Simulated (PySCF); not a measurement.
Record of a relaxation.

C3H5Bi.
Bonds: C1–C2 (triple), C2–C3, C3–Bi4. Hydrogens: H5 on C1; H6, H7 on C3; H8, H9 on Bi4.

Method: PBE0-D3(BJ)/def2-SVP geometry optimisation, gas phase, def2 core potentials past Kr in PySCF; density fitting, grid level 1; the optimiser is geomeTRIC in internal coordinates, started from a GFN2-xTB structure with every atom displaced at random (about 0.01 Å). The frame can shift and turn from step to step; on so coarse a grid that alone can change the energy by a few meV, and forces under 0.02 eV/Å are noise.

Step 0: E = -9023.8997 eV, largest atomic force 5.809 eV/Å
```
atom  x, y, z in Å  |  force x, y, z in eV/Å
C1     -2.275    0.454    0.448   -5.113   2.589   0.946
C2     -1.251   -0.063    0.231    4.329  -2.064  -0.865
C3      0.010   -0.668   -0.003    0.707   0.258   0.343
Bi4     1.786    0.758    0.579   -0.567  -0.137   0.534
H5     -3.230    0.924    0.600    0.080  -0.042   0.051
H6      0.136   -1.561    0.604    0.156  -0.384   0.224
H7      0.168   -0.915   -1.042    0.109  -0.178  -0.623
H8      2.957   -0.430   -0.003    0.313  -0.301  -0.128
H9      1.757    1.485   -1.020   -0.013   0.259  -0.482
```

Step 1: E = -9024.0723 eV, largest atomic force 0.502 eV/Å
```
atom  x, y, z in Å  |  force x, y, z in eV/Å
C1     -2.409    0.397    0.587    0.461  -0.189  -0.062
C2     -1.341   -0.139    0.357   -0.343   0.134   0.035
C3     -0.063   -0.744    0.101    0.077  -0.030  -0.001
Bi4     1.645    0.731    0.646   -0.021  -0.046  -0.090
H5     -3.352    0.858    0.797   -0.137   0.066   0.010
H6      0.098   -1.641    0.720    0.012   0.040  -0.008
H7      0.077   -1.014   -0.956   -0.027   0.020   0.032
H8      2.892   -0.430    0.045   -0.026   0.048   0.007
H9      1.570    1.502   -0.984    0.004  -0.041   0.077
```

Step 2: E = -9024.0744 eV, largest atomic force 0.070 eV/Å
```
atom  x, y, z in Å  |  force x, y, z in eV/Å
C1     -2.400    0.401    0.585    0.032   0.017   0.018
C2     -1.338   -0.142    0.357   -0.070   0.000  -0.004
C3     -0.060   -0.750    0.102    0.022  -0.027  -0.010
Bi4     1.637    0.724    0.646    0.004   0.015   0.049
H5     -3.344    0.872    0.790    0.017  -0.013  -0.017
H6      0.104   -1.645    0.721   -0.008   0.006   0.001
H7      0.076   -1.017   -0.955   -0.013  -0.007   0.002
H8      2.890   -0.418    0.037    0.018  -0.007  -0.013
H9      1.555    1.495   -0.972   -0.003   0.017  -0.026
```

Step 3: E = -9024.0748 eV, largest atomic force 0.076 eV/Å
```
atom  x, y, z in Å  |  force x, y, z in eV/Å
C1     -2.396    0.405    0.584   -0.050   0.052   0.026
C2     -1.339   -0.146    0.357    0.029  -0.033  -0.014
C3     -0.062   -0.756    0.104    0.016   0.006  -0.004
Bi4     1.636    0.721    0.649   -0.008  -0.007   0.013
H5     -3.338    0.881    0.784    0.018  -0.015  -0.012
H6      0.102   -1.650    0.723   -0.006  -0.001   0.007
H7      0.072   -1.024   -0.953    0.001  -0.008  -0.005
H8      2.895   -0.412    0.031    0.004  -0.001  -0.006
H9      1.548    1.501   -0.967   -0.005   0.007  -0.005
```

Step 4: E = -9024.0751 eV, largest atomic force 0.071 eV/Å
```
atom  x, y, z in Å  |  force x, y, z in eV/Å
C1     -2.389    0.412    0.582   -0.046   0.037   0.011
C2     -1.337   -0.149    0.358    0.060  -0.034  -0.015
C3     -0.061   -0.765    0.106   -0.006   0.015  -0.003
Bi4     1.633    0.715    0.654    0.006  -0.006  -0.013
H5     -3.328    0.896    0.773   -0.005  -0.003   0.002
H6      0.100   -1.658    0.728   -0.007  -0.004   0.007
H7      0.071   -1.035   -0.950    0.010  -0.008  -0.001
H8      2.897   -0.404    0.019   -0.006   0.005  -0.001
H9      1.531    1.508   -0.956   -0.005  -0.002   0.013
```

Step 5: E = -9024.0752 eV, largest atomic force 0.041 eV/Å
```
atom  x, y, z in Å  |  force x, y, z in eV/Å
C1     -2.380    0.422    0.578   -0.017   0.006  -0.006
C2     -1.334   -0.152    0.357    0.039  -0.008  -0.009
C3     -0.061   -0.775    0.109   -0.016   0.017   0.002
Bi4     1.632    0.708    0.659    0.006  -0.013  -0.012
H5     -3.317    0.912    0.762   -0.010   0.002   0.009
H6      0.096   -1.666    0.734   -0.004  -0.001   0.005
H7      0.072   -1.049   -0.946    0.013  -0.005   0.002
H8      2.898   -0.396    0.002   -0.006   0.003  -0.001
H9      1.512    1.517   -0.942   -0.006  -0.001   0.009
```

Step 6: E = -9024.0754 eV, largest atomic force 0.034 eV/Å
```
atom  x, y, z in Å  |  force x, y, z in eV/Å
C1     -2.372    0.432    0.572    0.011  -0.026  -0.018
C2     -1.330   -0.152    0.355    0.002   0.021   0.000
C3     -0.060   -0.783    0.114   -0.020   0.006   0.004
Bi4     1.633    0.697    0.664    0.012  -0.008  -0.009
H5     -3.307    0.928    0.750   -0.006   0.006   0.011
H6      0.090   -1.673    0.744   -0.002   0.002   0.003
H7      0.076   -1.063   -0.940    0.011  -0.001   0.004
H8      2.898   -0.391   -0.021   -0.005   0.003  -0.002
H9      1.490    1.526   -0.925   -0.003  -0.001   0.008
```

Step 7: E = -9024.0756 eV, largest atomic force 0.063 eV/Å
```
atom  x, y, z in Å  |  force x, y, z in eV/Å
C1     -2.363    0.444    0.562    0.029  -0.051  -0.022
C2     -1.325   -0.150    0.351   -0.029   0.043   0.008
C3     -0.059   -0.791    0.121   -0.014  -0.005   0.004
Bi4     1.639    0.683    0.670    0.010  -0.007   0.003
H5     -3.298    0.944    0.735    0.000   0.010   0.008
H6      0.081   -1.678    0.758    0.001   0.006   0.001
H7      0.082   -1.079   -0.930    0.004   0.003   0.004
H8      2.897   -0.389   -0.054   -0.001   0.000  -0.003
H9      1.465    1.537   -0.901   -0.001   0.002  -0.001
```

Step 8: E = -9024.0757 eV, largest atomic force 0.052 eV/Å
```
atom  x, y, z in Å  |  force x, y, z in eV/Å
C1     -2.360    0.451    0.553    0.020  -0.046  -0.014
C2     -1.322   -0.146    0.349   -0.030   0.039   0.010
C3     -0.058   -0.795    0.128   -0.005  -0.011   0.000
Bi4     1.648    0.671    0.674    0.006  -0.002   0.007
H5     -3.294    0.952    0.723    0.007   0.009   0.002
H6      0.073   -1.678    0.770    0.002   0.005   0.000
H7      0.087   -1.089   -0.921   -0.002   0.003   0.002
H8      2.894   -0.392   -0.082    0.001  -0.001  -0.004
H9      1.449    1.546   -0.882    0.001   0.002  -0.003
```

Step 9: E = -9024.0759 eV, largest atomic force 0.023 eV/Å
```
atom  x, y, z in Å  |  force x, y, z in eV/Å
C1     -2.360    0.452    0.548    0.001  -0.023  -0.003
C2     -1.321   -0.143    0.348   -0.010   0.019   0.006
C3     -0.058   -0.794    0.132    0.003  -0.008  -0.003
Bi4     1.656    0.664    0.676    0.000  -0.001   0.007
H5     -3.294    0.955    0.717    0.007   0.007  -0.002
H6      0.070   -1.676    0.777    0.002   0.002   0.000
H7      0.089   -1.092   -0.915   -0.004   0.001  -0.001
H8      2.891   -0.396   -0.098    0.001  -0.001  -0.002
H9      1.446    1.551   -0.872    0.001   0.002  -0.003
```

Q: Summarise the path.

A: The energy falls by 4.06 kcal/mol from step 0 to step 9; nine tenths of that is first reached at step 1. It falls at every step. The largest force goes from 5.809 to 0.023 eV/Å. Among the bonds C1≡C2 changes most, from 1.167 to 1.214 Å; the atoms move by 0.123 Å rms after alignment.

The cost below is that of the whole optimisation. Time: 56 s; peak memory 0.40 GiB. Hardware: one thread of an Intel Xeon Platinum 8259CL at 2.50 GHz, on a shared host.
